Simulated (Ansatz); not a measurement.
`[SiH3]NBS` + `CCCCF` → `FCCBS` + `CCN[SiH3]`  (formal exchange of groups at a B–N bond)

Computed with Ansatz on PBE0-D4/def2-TZVP structures; ΔE is electronic, products minus reactants. CCSD(T)/CBS is the MP2 limit (def2-TZVPP, def2-QZVPP) plus CCSD(T) − MP2 in def2-TZVPP, frozen cores. DFT in def2-TZVPP. One conformer a species, not always the lowest.

```
             level  ΔE (kJ/mol)  difference from CCSD(T)/CBS
            PBE-D4        137.6                         -8.1
           PBE0-D4        141.1                         -4.6
           ωB97M-V        143.6                         -2.1
            B2PLYP        145.1                         -0.6
            r2SCAN        143.8                         -1.9
     HF/def2-TZVPP        147.4                          1.7
SCS-MP2/def2-TZVPP        147.5                          1.8
   CCSD/def2-TZVPP        145.9                          0.2
SCS-MP2/def2-QZVPP        147.7                          2.0
      HF/CBS(def2)        147.4                          1.7
       CCSD(T)/CBS        145.7                            0
```

Largest T1 diagnostic among the species: 0.013.

From PBE to PBE0 (25 % exact exchange), in def2-TZVPP and without D4, ΔE moves by +3.4 kJ/mol.
